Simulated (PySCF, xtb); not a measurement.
C3H7BO2, SMILES C1OB(O)[C@@H]1C.

Coordinates come from a B3LYP-D3(BJ)/def2-SVP optimisation. The structure was generated by enumeration; whether it is a known compound was not checked. One conformer was computed; it need not be the lowest.

Method: PySCF with C-PCM-B3LYP/def2-SVP.

The values are the electrostatic part of the solvation free energy, E(continuum) − E(gas) at the gas-phase geometry, in a cavity of scaled van der Waals radii (PySCF's table); cavitation and dispersion terms are not included. In vacuum the orbital gap is 8.57 eV. The dipole moment in vacuum is 2.95 D.

Problem. Estimate the values in water (ε = 78.36), n-hexane (ε = 1.88), acetonitrile (ε = 35.69). (Estimate from the structure and the level; the computed values follow.)

Solution. 
```tsv
solvent	ε	ΔG(elec) (kcal/mol)	dipole (D)	gap (eV)
water	78.36	-6.6	3.64	8.69
n-hexane	1.88	-2.9	3.24	8.65
acetonitrile	35.69	-6.5	3.63	8.69
```

For comparison, GFN2-xTB/ALPB(water) (xtb, at the GFN2-xTB geometry, all terms of that model) gives -6.0 kcal/mol.
